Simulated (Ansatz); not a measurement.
Relaxation of GaH9N2O2Si (15 atoms, charge 0, multiplicity 1), to a largest force component of 0.03 eV/Å in at most 50 steps.

Method: RKS PBE/def2-SVP in Ansatz 0.2.0.

```xyz
15
Properties=species:S:1:pos:R:3:forces:R:3
Ga 0.105 0.616 -0.198 -0.11 -0.49 0.05
O -0.780 -0.826 2.254 0.15 0.75 -0.32
H -1.362 -0.903 1.461 -0.02 -0.01 0.00
N 1.705 0.241 -0.992 0.06 0.03 0.04
H 1.796 -0.620 -1.537 -0.01 0.00 0.00
H 2.562 0.409 -0.457 -0.06 -0.02 -0.02
N -1.566 -0.104 -0.570 -0.04 0.06 -0.08
H -1.656 -0.676 -1.419 0.00 0.07 0.09
H -2.332 0.583 -0.553 0.08 -0.10 0.00
O -0.035 1.860 1.101 0.03 0.35 0.26
Si 0.973 2.889 1.955 0.05 -0.04 -0.03
H 1.809 2.121 2.953 -0.03 0.02 -0.01
H 1.927 3.637 1.050 -0.07 -0.02 0.02
H 0.122 3.880 2.704 0.02 0.00 -0.03
H -0.740 0.164 2.338 -0.06 -0.61 0.03
```

**Question.** Where does it end, and by what steps?

**Answer.** The forces met the threshold. The force dipped under the threshold on the way, but the program's further checks kept it going. After 27 steps the energy has fallen by 0.377 eV; H12 moved furthest, 1.32 Å. Joined: Ga1–O2 (2.98 → 2.17 Å).

```tsv
step	energy less start (eV)	largest force component (eV/Å)	accepted
0	0.0000	0.748	yes
1	-0.0728	1.460	yes
2	-0.2124	1.469	yes
3	-0.2964	0.426	yes
4	-0.3310	0.301	yes
5	-0.3420	0.402	yes
6	-0.3481	0.191	yes
7	-0.3585	0.130	yes
8	-0.3629	0.045	yes
9	-0.3652	0.033	yes
10	-0.3664	0.063	yes
11	-0.3672	0.058	yes
12	-0.3683	0.058	yes
13	-0.3691	0.061	yes
14	-0.3698	0.081	yes
15	-0.3705	0.082	yes
16	-0.3716	0.065	yes
17	-0.3726	0.072	yes
18	-0.3730	0.094	yes
19	-0.3738	0.069	yes
20	-0.3738	0.043	yes
21	-0.3748	0.022	yes
22	-0.3753	0.031	yes
23	-0.3756	0.054	yes
24	-0.3759	0.036	yes
25	-0.3763	0.019	yes
26	-0.3765	0.020	yes
27	-0.3765	0.024	yes
```

```xyz
15
Properties=species:S:1:pos:R:3
Ga 0.148 0.397 0.211
O -0.691 -1.044 1.602
H -1.472 -0.895 0.970
N 1.769 -0.026 -0.564
H 1.767 -0.842 -1.184
H 2.551 -0.127 0.093
N -1.562 0.125 -0.579
H -1.575 -0.279 -1.523
H -2.135 0.978 -0.611
O 0.075 1.716 1.482
Si 0.929 3.094 1.852
H 2.411 2.828 2.008
H 0.771 4.170 0.802
H 0.421 3.643 3.162
H -0.879 -0.464 2.369
```

Whether the end is a true minimum wasn't checked by a vibrational analysis.

The run took 50 s on 4 threads of Intel(R) Xeon(R) 6975P-C (Granite Rapids), on a shared host, peak memory 0.24 GiB.
